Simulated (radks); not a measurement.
Fractional charge and spin in the 3p shell of zinc: the spin-up occupation runs from 2 to 3 and the spin-down occupation from 2 to 3; the fullest corner is Zn2+, [Ne] 3s2 3d10 3p(up 3, down 3). All-electron calculation, scalar-relativistic Kohn-Sham, PBE, spin-polarised, spherical densities, finite nucleus; Fermi nuclear charge, rms radius of each element as measured or else 0.836 A^(1/3) + 0.57 fm. Program: a radial shooting solver on a logarithmic mesh with Libxc functionals. Energy (eV) minus the two flat planes that join the four corners (they meet along the diagonal where the two added fractions sum to one electron); zero is where a piecewise linear energy would lie.

down \ up,2,2.5,3
2,0.000,-2.928,0.000
2.5,-2.928,0.392,-2.631
3,0.000,-2.631,0.000

Corners above the fullest one (they belong to Zn3+ and the next ion): (up 3, down 2) 114.56 eV, (up 2, down 3) 114.56 eV, (up 2, down 2) 252.97 eV. With half an added electron in each spin the energy lies 0.392 eV from the planes, and with half an added electron in spin up alone -2.928 eV. The planes are only a guide here: the flat-plane condition holds for ground states with one frontier orbital, while this shell lies below other occupied shells, so the corners above the fullest one are inner-hole states and not the ground states of those ions.
